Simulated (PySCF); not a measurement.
All of these have the formula C6H9FSi. Computed with TDDFT CAM-B3LYP/def2-SVPD, vertical, gas phase, core orbitals frozen in the response (PySCF). Geometries: GFN2-xTB; one conformer of each isolated species. Triplets are in the Tamm–Dancoff approximation. 'Strongest' means the level of largest summed f among the lowest 8 singlets; it needn't be the same kind of state in each.

Task: Rank by computed lowest singlet excitation energy, highest first.
A. `CC#C[C@@]1([SiH3])C[C@H]1F`
B. `C[SiH2]/C(F)=C1\C=CC1`
C. `C([C@H]1C[Si@H](F)C1)#CC`
D. `C#C/C(C)=C(\[SiH3])CF`

Result: C (6.48 eV), A (6.31 eV), B (5.53 eV), D (5.29 eV).

| SMILES | S1 (eV) | gap (eV) | HOMO (eV) | strongest (eV) | α (au) | f (S1) | S1 mainly |
| --- | --- | --- | --- | --- | --- | --- | --- |
| CC#C[C@H]1C[Si@H](F)C1 | 6.48 | 9.71 | -8.56 | 6.81 | 92.1 | 0.001 | H-1/H→L (≥16%) |
| CC#C[C@@]1([SiH3])C[C@H]1F | 6.31 | 9.46 | -8.34 | 7.31 | 96.6 | 0.000 | H→L+1 (24%) |
| C[SiH2]/C(F)=C1\C=CC1 | 5.53 | 8.07 | -7.83 | 5.53 | 99.8 | 0.551 | H→L (97%) |
| C#C/C(C)=C(\[SiH3])CF | 5.29 | 8.00 | -8.20 | 5.29 | 99.5 | 0.294 | H→L (90%) |

H and L stand for HOMO and LUMO. A slash joins orbitals within 0.01 eV of each other, whose weights are summed (≥ marks a lower bound).
